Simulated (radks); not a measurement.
Charge is removed step by step from the 2s down level of the iron ion Fe22+, starting from [He] 2s(up 1, down 1). All-electron calculation, scalar-relativistic Kohn-Sham, PBE, spin-polarised, spherical densities, finite nucleus; Fermi nuclear charge, rms radius 3.7377 fm. Program: a radial shooting solver on a logarithmic mesh with Libxc functionals.

removed (e)  E - E(0) (eV)  eigenvalue (eV)
0                    0.000          -1909.0
0.1                 191.30          -1917.2
0.2                 383.42          -1925.4
0.3                 576.35          -1933.4
0.4                 770.07          -1941.2
0.5                 964.56          -1948.9
0.6                 1159.8          -1956.4
0.7                 1355.8          -1963.7
0.8                 1552.5          -1970.9
0.9                 1750.0          -1978.0

The mean slope of the eigenvalue, de/dn, is 76.6 eV per electron.
